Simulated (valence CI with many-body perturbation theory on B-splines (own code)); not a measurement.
# From CI to CI+MBPT in Hg XXXI

Calculated by valence CI with perturbative core correlation (CI+MBPT): four valence electrons over a frozen Dirac-Fock core [Kr] 4d10, a basis of 8 s, 8 p, 9 d, 9 f, 6 g, 3 h, 2 i functions for each j, with the one-electron correlation potential Σ1 (screened to all orders), the two-electron term Σ2, the three-electron term Σ3, Breit, model QED; selected single and double excitations, second order for the rest (own B-spline code, finite nucleus).

No measured spectrum was set against this ion. As an estimate, large intervals hold to a few tenths of a per cent, small ones and those within an open d or f shell to about a per cent. Core correlation moves these levels by up to 4400 cm⁻¹, and in measured spectra 5 to 20 % of such shifts remained as error; rates that hang on mixing are uncertain with them. Only levels of the ground parity were solved; by the run's estimate the other parity begins above the list, which can be wrong where configurations are misplaced.

Each rung adds one term. CI alone is the Dirac-Coulomb CI over the frozen core; QED comes last and gives the full result, which names the levels. Energies are above (4f5/2^4) J=4 on the same rung, in cm⁻¹.

Levels are named by their leading jj configuration (3d3/2^4 stands for four electrons in 3d with j = 3/2), which in mixed levels can hold well under half, so a name can repeat and another be missing. Letters in brackets count levels of one name in rising energy.

```
                    Level  CI alone
  (4f5/2^3 4f7/2) J=5 [a]     28190
            (4f5/2^4) J=2     40648
  (4f5/2^3 4f7/2) J=6 [a]     48885
  (4f5/2^3 4f7/2) J=4 [a]     58524
  (4f5/2^3 4f7/2) J=1 [a]     58829
      (4f5/2^3 4f7/2) J=7     62311
  (4f5/2^3 4f7/2) J=3 [a]     68617
      (4f5/2^3 4f7/2) J=8     71912
  (4f5/2^3 4f7/2) J=2 [a]     72452
  (4f5/2^3 4f7/2) J=3 [b]     75819
  (4f5/2^3 4f7/2) J=2 [b]     77343
(4f5/2^2 4f7/2^2) J=6 [a]     86386
  (4f5/2^3 4f7/2) J=5 [b]     88649
(4f5/2^2 4f7/2^2) J=7 [a]     93963
(4f5/2^2 4f7/2^2) J=4 [a]     95930
(4f5/2^2 4f7/2^2) J=8 [a]    101978
```

Task: What do these energies become with core correlation, Breit and QED?

Result: (4f5/2^3 4f7/2) J=5 [a] 28409 (+220); (4f5/2^4) J=2 39118 (-1530); (4f5/2^3 4f7/2) J=6 [a] 48246 (-639); (4f5/2^3 4f7/2) J=4 [a] 57610 (-914); (4f5/2^3 4f7/2) J=1 [a] 58515 (-314); (4f5/2^3 4f7/2) J=7 60375 (-1935); (4f5/2^3 4f7/2) J=3 [a] 67660 (-957); (4f5/2^3 4f7/2) J=8 68887 (-3025); (4f5/2^3 4f7/2) J=2 [a] 70630 (-1822); (4f5/2^3 4f7/2) J=3 [b] 74169 (-1650); (4f5/2^3 4f7/2) J=2 [b] 75332 (-2012); (4f5/2^2 4f7/2^2) J=6 [a] 85398 (-988); (4f5/2^3 4f7/2) J=5 [b] 86662 (-1987); (4f5/2^2 4f7/2^2) J=7 [a] 92174 (-1790); (4f5/2^2 4f7/2^2) J=4 [a] 94533 (-1397); (4f5/2^2 4f7/2^2) J=8 [a] 99371 (-2607).

Task: How does the ionisation energy move along the ladder, and which term matters most?

Result: CI alone 1075.8, + Σ1 1079.4, + Σ2 1088.8, + Σ3 1088.9, + Breit 1088.7, + QED 1088.8 eV. The largest step is Σ2, 9.5 eV. NIST lists 1110 ± 60 eV (theoretical).
